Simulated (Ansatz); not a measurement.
Ga₂Se₃ (the lowest singlet isomer of a short search). Total charge 0; singlet. Geometry r2SCAN-D4/def2-SVP, basis def2-TZVP, Ansatz.

Cartesian coordinates in Å:
```
Ga -0.8520 -0.1424 -0.3881
Ga 1.2686 1.4769 0.8098
Se 1.3156 -1.0227 0.3705
Se -0.6477 -2.3752 -0.7105
Se -1.0845 2.0634 -0.0817
```

| run | HOMO (eV) | LUMO (eV) |
| --- | --- | --- |
| A | -5.62 | -3.93 |
| B | -8.45 | -1.53 |
| C | -5.91 | -3.97 |
| D | -6.32 | -3.67 |
| E | -6.68 | -3.32 |

HSE06 is defined as in plane-wave codes, on full-range PBE exchange. The structure comes from a short search, and lower isomers may exist.

Q: The runs used HSE06, PBE, PBE0, r2SCAN, ωB97X-V. Estimate which is which.

A: A PBE (0 % exact exchange); B ωB97X-V (range-separated); C r2SCAN (0 % exact exchange); D HSE06 (range-separated); E PBE0 (25 % exact exchange). Exact exchange lowers occupied and raises empty levels; among semilocal functionals meta-GGAs tend to open the gap a little, and such runs are hard to tell apart. The gap grows from 1.69 eV (PBE) to 6.92 eV (ωB97X-V).
